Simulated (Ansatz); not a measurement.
Ansatz (an electronic-structure program) input (PBE/6-31G* with LANL2DZ past Ar): The .json file joins the Basis Set Exchange's 6-31G* for atoms up to Ar and LANL2DZ past it.

Ansatz 0.2 input:
```yaml
crystal:
  periodic: [false, false, false]
  atoms:
    - {symbol: Te, position_ang: [0.02567400, -0.01476500, 0.31480000]}
    - {symbol: F, position_ang: [0.61677800, 1.22310700, -0.91040500]}
    - {symbol: F, position_ang: [-0.76511700, -1.13779500, -0.90843900]}
basis:
  gaussian:
    orbitals: 6-31Gs+LANL2DZ.json
hamiltonian:
  xc: {name: PBE}
total_charge: 1
magnetization: {spin_polarized: true, initial_magnetization: 1}
relax: {f_tol: 0.003, max_steps: 120}
```

Output:

```
Functional definition: PBE
integrals: 0.01 GiB planned
400 factors; their error is unknown
mean field: 0.09 GiB planned
mean field evaluation 1: about -5619.7942 eV, gradient 7.3e1 eV
mean field evaluation 2: about -5518.9599 eV, gradient 1.6e2 eV
mean field evaluation 4: about -5637.8852 eV, gradient 7.1e0 eV
mean field evaluation 8: about -5638.1218 eV, gradient 2.2e-2 eV
mean field evaluation 16: about -5638.1059 eV, gradient 1.5e-5 eV
mean field -5638.10586223 eV, -207.1965687915 hartree, gradient 1.5e-5 eV, S^2 0.750835; 0 other end points of the search recorded, 0 dependent functions left out
the calculation of the forces begins
reference -5638.10588540 eV, -207.1965696431 hartree; 12, 11 occupied and 26, 27 virtual orbitals, 400 factors
relax step   1: F+E_penalty+E_count = -5638.10586223 eV  Δ(F+E_penalty+E_count) = +0.000e0 eV  max|allowed force component| = 8.940e-2 eV/Å  Δτ_max = 0.0000 Å  (27 SCF iters, accepted)
these checks for a lower state are left out or cut short: starts, cluster_reference, orbital_swaps, neighbouring_geometries, increment
integrals: 0.01 GiB planned
400 factors; their error is unknown
mean field: 0.09 GiB planned
mean field -5638.10698565 eV, -207.1966100765 hartree, gradient 8.6e-6 eV, S^2 0.750835; 0 other end points of the search recorded, 0 dependent functions left out
the calculation of the forces begins
reference -5638.10700881 eV, -207.1966109277 hartree; 12, 11 occupied and 26, 27 virtual orbitals, 400 factors
relax step   2: F+E_penalty+E_count = -5638.10698565 eV  Δ(F+E_penalty+E_count) = -1.123e-3 eV  max|allowed force component| = 3.726e-2 eV/Å  Δτ_max = 0.0138 Å  (27 SCF iters, accepted)
these checks for a lower state are left out or cut short: starts, cluster_reference, orbital_swaps, neighbouring_geometries, increment
integrals: 0.01 GiB planned
400 factors; their error is unknown
mean field: 0.09 GiB planned
mean field -5638.10702340 eV, -207.1966114638 hartree, gradient 4.7e-5 eV, S^2 0.750835; 0 other end points of the search recorded, 0 dependent functions left out
the calculation of the forces begins
reference -5638.10704656 eV, -207.1966123147 hartree; 12, 11 occupied and 26, 27 virtual orbitals, 400 factors
relax step   3: F+E_penalty+E_count = -5638.10702340 eV  Δ(F+E_penalty+E_count) = -3.775e-5 eV  max|allowed force component| = 1.544e-3 eV/Å  Δτ_max = 0.0015 Å  (19 SCF iters, accepted)
integrals: 0.01 GiB planned
400 factors; their error is unknown
mean field: 0.09 GiB planned
mean field evaluation 32: about -5638.1070 eV, gradient 4.7e-5 eV
mean field -5638.10702340 eV, -207.1966114638 hartree, gradient 4.7e-5 eV, S^2 0.750835; 1 other end points of the search recorded, 0 dependent functions left out
the calculation of the forces begins
reference -5638.10704656 eV, -207.1966123147 hartree; 12, 11 occupied and 26, 27 virtual orbitals, 400 factors
Total energy: -5638.10704656 eV, -207.1966123147 hartree
Atom 0 at     0.025079    -0.014423     0.307509 Å, force    -0.000126     0.000072    -0.001544 eV/Å
Atom 1 at     0.624509     1.235637    -0.906770 Å, force    -0.000241    -0.000556     0.000772 eV/Å
Atom 2 at    -0.772254    -1.150667    -0.904783 Å, force     0.000367     0.000484     0.000771 eV/Å
Dipole moment:     0.047226    -0.027160     0.579061 e Å
```

The dipole moment of an ion depends on the origin.

The geometry given is a B3LYP-D3(BJ)/def2-TZVP minimum.
